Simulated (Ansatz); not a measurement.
Compare A (`B[SiH2]C(N)O`) with its isomer B (`BN[SiH2]OC`).

Isolated molecules relaxed with PBE0-D4/def2-TZVP in Ansatz; ΔE leaves out vibrations. CBS: MP2 limit from def2 TZ/QZ plus the TZ coupled-cluster correction, frozen cores. DFT in def2-TZVPP. One conformer a species, not always the lowest.

Question: Which is lower in electronic energy at CCSD(T)/CBS, and by how much? (Estimate.)

Answer: The calculation gave: B, by 398.3 kJ/mol.

Question: Give E(B) − E(A) in kJ/mol with CCSD(T)/def2-TZVPP, ωB97M-V, r2SCAN-D4, CCSD/def2-TZVPP, MP2/def2-TZVPP, B2PLYP, HF/def2-TZVPP. (Estimate.)

Answer: The calculation gave: CCSD(T)/def2-TZVPP -398.3, ωB97M-V -398.8, r2SCAN-D4 -393.2, CCSD/def2-TZVPP -401.3, MP2/def2-TZVPP -412.9, B2PLYP -407.8, HF/def2-TZVPP -424.9. None reverses the order clearly.

Largest T1 diagnostic: 0.012.

In def2-TZVPP, CCSD(T) changes the Hartree–Fock value by +26.6 kJ/mol (the triples alone add +3.0 kJ/mol) and MP2 by +12.0 kJ/mol. From PBE to PBE0 (25 % exact exchange), in def2-TZVPP and without D4, E(B) − E(A) moves by −12.0 kJ/mol.
